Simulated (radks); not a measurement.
All-electron atom: the germanium ion Ge5+ in [Ne] 3s2 3p5 3d10 (not the ground configuration). Method: scalar-relativistic Kohn-Sham, PBE, spin-polarised, spherical densities, finite nucleus; open shells are filled with parallel spins first; Fermi nuclear charge, rms radius 4.0742 fm; computed with a radial shooting solver on a logarithmic mesh with Libxc functionals. Some entries of the table are withheld. Estimate them.

| orbital | occ. | eigenvalue (eV) | <r> (bohr) |
|---|---|---|---|
| 1s up | 1 | -11046.61 | 0.04700 |
| 1s down | 1 | -11045.92 | 0.04700 |
| 2s up | 1 | -1452.370 | 0.2099 |
| 2s down | 1 | -1451.899 | 0.2099 |
| 2p up | 3 | -1279.965 | (1) |
| 2p down | 3 | -1279.222 | (2) |
| 3s up | 1 | (3) | 0.6177 |
| 3s down | 1 | (4) | 0.6186 |
| 3p up | 3 | -193.3280 | 0.6358 |
| 3p down | 2 | -191.6359 | 0.6372 |
| 3d up | 5 | -105.6112 | 0.6812 |
| 3d down | 5 | -104.1958 | 0.6846 |

Answer. 
(1) 2p up <r> (bohr): 0.1836
(2) 2p down <r> (bohr): 0.1836
(3) 3s up eigenvalue (eV): -246.5155
(4) 3s down eigenvalue (eV): -244.7774
